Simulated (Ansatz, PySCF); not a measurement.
This PySCF input computes a BLYP/def2-TZVPD energy:

```python
from pyscf import gto, scf, dft

mol = gto.M(
    atom='''
    F     0.89191278    0.56167358   -0.93837872
    B    -0.00000000    0.00000000   -0.00000000
    F    -0.86472206   -0.90277354   -0.65482512
    F     0.73197981   -0.68581884    0.99267231
    F    -0.75917054    1.02691880    0.60053153
    ''',
    basis='def2-tzvpd',
    charge=-1,
    spin=0,
    verbose=4,
)

mf = dft.RKS(mol, xc='blyp').density_fit(auxbasis='def2-universal-jkfit')
mf.grids.level = 3
mf.conv_tol = 1e-9
mf.max_cycle = 100
mf.max_memory = 1500
mf.kernel()
if not mf.converged:
    mf = mf.newton()
    mf.kernel(mf.make_rdm1())
mf.analyze()
```

**Question.** Write an input for the same energy in Ansatz (a first-principles code) and say what it gives.

**Answer.** 
Ansatz 0.2 input:
```yaml
crystal:
  periodic: [false, false, false]
  atoms:
    - {symbol: F, position_ang: [0.89191278, 0.56167358, -0.93837872]}
    - {symbol: B, position_ang: [-0.00000000, 0.00000000, -0.00000000]}
    - {symbol: F, position_ang: [-0.86472206, -0.90277354, -0.65482512]}
    - {symbol: F, position_ang: [0.73197981, -0.68581884, 0.99267231]}
    - {symbol: F, position_ang: [-0.75917054, 1.02691880, 0.60053153]}
basis:
  gaussian:
    orbitals: def2-TZVPD
hamiltonian:
  xc: {name: BLYP}
total_charge: -1
output: {forces: true}
```
It gives -424.69427 Eh, and PySCF -424.69436 Eh, a difference of 0.09 mEh, from the treatment of integrals and grids.

It need not be the lowest isomer of its formula.
